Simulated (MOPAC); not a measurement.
MOPAC input (MNDO):

```
MNDO 1SCF GEO-OK AUX(PRECISION=9) THREADS=1
C3H11ClOSi2

C    -1.72846600 1    0.11532200 1    1.53286800 1
Si   -1.30624800 1   -0.09494800 1   -0.27287200 1
C    -2.53855600 1   -1.19808600 1   -1.13565900 1
C    -1.16762200 1    1.56359900 1   -1.12241400 1
O     0.16765400 1   -0.86487700 1   -0.37558000 1
Si    1.76423900 1   -0.66373500 1   -0.25493200 1
Cl    2.19905400 1    0.87609600 1    1.06648300 1
H    -2.69788100 1    0.60457200 1    1.65510700 1
H    -1.77428200 1   -0.85092300 1    2.03988300 1
H    -0.97654500 1    0.72504100 1    2.03768100 1
H    -2.27075100 1   -1.34097500 1   -2.18465400 1
H    -3.54117100 1   -0.76509700 1   -1.10103800 1
H    -2.58131000 1   -2.18130700 1   -0.66242100 1
H    -2.12059700 1    2.09758800 1   -1.09710600 1
H    -0.42021600 1    2.19153700 1   -0.63259900 1
H    -0.87824500 1    1.44813500 1   -2.16939800 1
H     2.38187100 1   -1.88785900 1    0.28167700 1
H     2.34996200 1   -0.27876400 1   -1.55221900 1
```

Output:

```
 *******************************************************************************
 **                                                                           **
 **                              MOPAC v23.2.5                                **
 **                                                                           **
 *******************************************************************************
 ** MOPAC's Digital Object Identifier: https://doi.org/10.5281/zenodo.6511958 **
 **                                                                           **
 ** Please cite the open-source release paper for use of this MOPAC version:  **
 ** J. E. Moussa and J. J. P. Stewart (2026)                                  **
 ** MOPAC: An open-source semiempirical molecular orbital program             **
 ** J. Open Source Softw., 11(119), 8025, https://doi.org/10.21105/joss.08025 **
 *******************************************************************************

                              MNDO CALCULATION RESULTS

 *******************************************************************************
 *  MNDO       - The MNDO Hamiltonian to be used
 *  GEO-OK     - OVERRIDE INTERATOMIC DISTANCE AND OTHER SAFETY CHECKS
 *  1SCF       - DO 1 SCF AND THEN STOP
 *  AUX        - OUTPUT AUXILIARY INFORMATION
 *******************************************************************************
MNDO 1SCF GEO-OK AUX(PRECISION=9) THREADS=1
 C3H11ClOSi2

   ATOM   CHEMICAL          X               Y               Z
  NUMBER   SYMBOL      (ANGSTROMS)     (ANGSTROMS)     (ANGSTROMS)

     1       C         -1.72846600  *   0.11532200  *   1.53286800  *
     2      Si         -1.30624800  *  -0.09494800  *  -0.27287200  *
     3       C         -2.53855600  *  -1.19808600  *  -1.13565900  *
     4       C         -1.16762200  *   1.56359900  *  -1.12241400  *
     5       O          0.16765400  *  -0.86487700  *  -0.37558000  *
     6      Si          1.76423900  *  -0.66373500  *  -0.25493200  *
     7      Cl          2.19905400  *   0.87609600  *   1.06648300  *
     8       H         -2.69788100  *   0.60457200  *   1.65510700  *
     9       H         -1.77428200  *  -0.85092300  *   2.03988300  *
    10       H         -0.97654500  *   0.72504100  *   2.03768100  *
    11       H         -2.27075100  *  -1.34097500  *  -2.18465400  *
    12       H         -3.54117100  *  -0.76509700  *  -1.10103800  *
    13       H         -2.58131000  *  -2.18130700  *  -0.66242100  *
    14       H         -2.12059700  *   2.09758800  *  -1.09710600  *
    15       H         -0.42021600  *   2.19153700  *  -0.63259900  *
    16       H         -0.87824500  *   1.44813500  *  -2.16939800  *
    17       H          2.38187100  *  -1.88785900  *   0.28167700  *
    18       H          2.34996200  *  -0.27876400  *  -1.55221900  *

          CARTESIAN COORDINATES

    NO.       ATOM           X           Y           Z

     1         C         -1.7285      0.1153      1.5329
     2        Si         -1.3062     -0.0949     -0.2729
     3         C         -2.5386     -1.1981     -1.1357
     4         C         -1.1676      1.5636     -1.1224
     5         O          0.1677     -0.8649     -0.3756
     6        Si          1.7642     -0.6637     -0.2549
     7        Cl          2.1991      0.8761      1.0665
     8         H         -2.6979      0.6046      1.6551
     9         H         -1.7743     -0.8509      2.0399
    10         H         -0.9765      0.7250      2.0377
    11         H         -2.2708     -1.3410     -2.1847
    12         H         -3.5412     -0.7651     -1.1010
    13         H         -2.5813     -2.1813     -0.6624
    14         H         -2.1206      2.0976     -1.0971
    15         H         -0.4202      2.1915     -0.6326
    16         H         -0.8782      1.4481     -2.1694
    17         H          2.3819     -1.8879      0.2817
    18         H          2.3500     -0.2788     -1.5522

  H: (MNDO): M.J.S. DEWAR, W. THIEL, J. AM. CHEM. SOC., 99, 4899, (1977)
  C: (MNDO): M.J.S. DEWAR, W. THIEL, J. AM. CHEM. SOC., 99, 4899, (1977)
  O: (MNDO): M.J.S. DEWAR, W. THIEL, J. AM. CHEM. SOC., 99, 4899, (1977)
 Si: (MNDO): M.J.S.DEWAR, ET. AL. ORGANOMETALLICS  5, 375 (1986)
 Cl: (MNDO): M.J.S.DEWAR, H.S.RZEPA, J. COMP. CHEM., 4, 158, (1983)

           Empirical Formula: C3 H11 O Si2 Cl  =    18 atoms

      MOLECULAR POINT GROUP   :   C1

      RHF CALCULATION, NO. OF DOUBLY OCCUPIED LEVELS = 22

 -------------------------------------------------------------------------------
 MNDO 1SCF GEO-OK AUX(PRECISION=9) THREADS=1
 C3H11ClOSi2

     1SCF WAS SPECIFIED, SO BFGS WAS NOT USED
     SCF FIELD WAS ACHIEVED

                              MNDO CALCULATION
                                                       MOPAC v23.2.5 Linux

          FINAL HEAT OF FORMATION =       -189.10366 KCAL/MOL =    -791.20973 KJ/MOL

          COSMO AREA              =        185.62 SQUARE ANGSTROMS
          COSMO VOLUME            =        197.51 CUBIC ANGSTROMS

          IONIZATION POTENTIAL    =         10.914073 EV
          HOMO LUMO ENERGIES (EV) =        -10.914  0.611
          NO. OF FILLED LEVELS    =         22
          MOLECULAR WEIGHT        =        154.7433         POINT GROUP:  C1

          MOLECULAR DIMENSIONS (Angstroms)

            Atom       Atom       Distance
            H    12   Cl     7     6.35152
            H    18    H     8     5.10444
            H    14    H    17     4.64127

          SCF CALCULATIONS        =          1

   ATOM   CHEMICAL          X               Y               Z
  NUMBER   SYMBOL      (ANGSTROMS)     (ANGSTROMS)     (ANGSTROMS)

     1       C         -1.72846600  *   0.11532200  *   1.53286800  *
     2      Si         -1.30624800  *  -0.09494800  *  -0.27287200  *
     3       C         -2.53855600  *  -1.19808600  *  -1.13565900  *
     4       C         -1.16762200  *   1.56359900  *  -1.12241400  *
     5       O          0.16765400  *  -0.86487700  *  -0.37558000  *
     6      Si          1.76423900  *  -0.66373500  *  -0.25493200  *
     7      Cl          2.19905400  *   0.87609600  *   1.06648300  *
     8       H         -2.69788100  *   0.60457200  *   1.65510700  *
     9       H         -1.77428200  *  -0.85092300  *   2.03988300  *
    10       H         -0.97654500  *   0.72504100  *   2.03768100  *
    11       H         -2.27075100  *  -1.34097500  *  -2.18465400  *
    12       H         -3.54117100  *  -0.76509700  *  -1.10103800  *
    13       H         -2.58131000  *  -2.18130700  *  -0.66242100  *
    14       H         -2.12059700  *   2.09758800  *  -1.09710600  *
    15       H         -0.42021600  *   2.19153700  *  -0.63259900  *
    16       H         -0.87824500  *   1.44813500  *  -2.16939800  *
    17       H          2.38187100  *  -1.88785900  *   0.28167700  *
    18       H          2.34996200  *  -0.27876400  *  -1.55221900  *

                             CARTESIAN COORDINATES

   1    C       -1.728466000     0.115322000     1.532868000
   2   Si       -1.306248000    -0.094948000    -0.272872000
   3    C       -2.538556000    -1.198086000    -1.135659000
   4    C       -1.167622000     1.563599000    -1.122414000
   5    O        0.167654000    -0.864877000    -0.375580000
   6   Si        1.764239000    -0.663735000    -0.254932000
   7   Cl        2.199054000     0.876096000     1.066483000
   8    H       -2.697881000     0.604572000     1.655107000
   9    H       -1.774282000    -0.850923000     2.039883000
  10    H       -0.976545000     0.725041000     2.037681000
  11    H       -2.270751000    -1.340975000    -2.184654000
  12    H       -3.541171000    -0.765097000    -1.101038000
  13    H       -2.581310000    -2.181307000    -0.662421000
  14    H       -2.120597000     2.097588000    -1.097106000
  15    H       -0.420216000     2.191537000    -0.632599000
  16    H       -0.878245000     1.448135000    -2.169398000
  17    H        2.381871000    -1.887859000     0.281677000
  18    H        2.349962000    -0.278764000    -1.552219000

           Empirical Formula: C3 H11 O Si2 Cl  =    18 atoms

      MOLECULAR POINT GROUP   :   C1

                  EIGENVALUES
 -40.64426 -33.27719 -29.55129 -29.48164 -24.51617 -19.58092 -17.00124 -14.67439
 -14.58600 -14.54717 -14.19316 -14.14203 -13.96504 -13.95419 -13.89163 -13.69831
 -12.80556 -12.71833 -12.42560 -11.59034 -11.06911 -10.91407   0.61144   1.67603
   1.83199   2.13823   2.32138   2.50836   2.67731   4.05278   4.09797   4.16073
   4.17135   4.21571   4.24356   4.77706   5.83975   5.94817   5.99541

              NET ATOMIC CHARGES AND DIPOLE CONTRIBUTIONS

  ATOM NO.   TYPE          CHARGE      No. of ELECS.   s-Pop       p-Pop
    1          C          -0.314870        4.3149     1.25903     3.05584
    2         Si           1.359641        2.6404     0.95213     1.68823
    3          C          -0.299715        4.2997     1.25776     3.04195
    4          C          -0.321941        4.3219     1.26064     3.06130
    5          O          -0.910654        6.9107     1.77979     5.13086
    6         Si           1.608527        2.3915     1.01469     1.37679
    7         Cl          -0.539326        7.5393     1.98574     5.55358
    8          H           0.004874        0.9951     0.99513
    9          H           0.006709        0.9933     0.99329
   10          H           0.012962        0.9870     0.98704
   11          H           0.004397        0.9956     0.99560
   12          H           0.000264        0.9997     0.99974
   13          H           0.007458        0.9925     0.99254
   14          H           0.009317        0.9907     0.99068
   15          H           0.010610        0.9894     0.98939
   16          H           0.004456        0.9955     0.99554
   17          H          -0.316523        1.3165     1.31652
   18          H          -0.326188        1.3262     1.32619
 DIPOLE           X         Y         Z       TOTAL
 POINT-CHG.    -1.020    -1.634    -1.783     2.625
 HYBRID        -0.464     0.222     0.070     0.519
 SUM           -1.484    -1.413    -1.713     2.671

          ATOMIC ORBITAL ELECTRON POPULATIONS

     Atom    s        px        py        pz
    1  C   1.25903   0.95758   0.95006   1.14820
    2 Si   0.95213   0.50372   0.57138   0.61312
    3  C   1.25776   1.03068   1.02143   0.98984
    4  C   1.26064   0.95191   1.12041   0.98898
    5  O   1.77979   1.38688   1.83286   1.91112
    6 Si   1.01469   0.46397   0.44952   0.46330
    7 Cl   1.98574   1.96689   1.76319   1.82350
    8  H   0.99513
    9  H   0.99329
   10  H   0.98704
   11  H   0.99560
   12  H   0.99974
   13  H   0.99254
   14  H   0.99068
   15  H   0.98939
   16  H   0.99554
   17  H   1.31652
   18  H   1.32619

 **********************
 *                    *
 * JOB ENDED NORMALLY *
 *                    *
 **********************

 == MOPAC DONE ==
```

The geometry given is a B3LYP-D3(BJ)/def2-TZVP minimum.
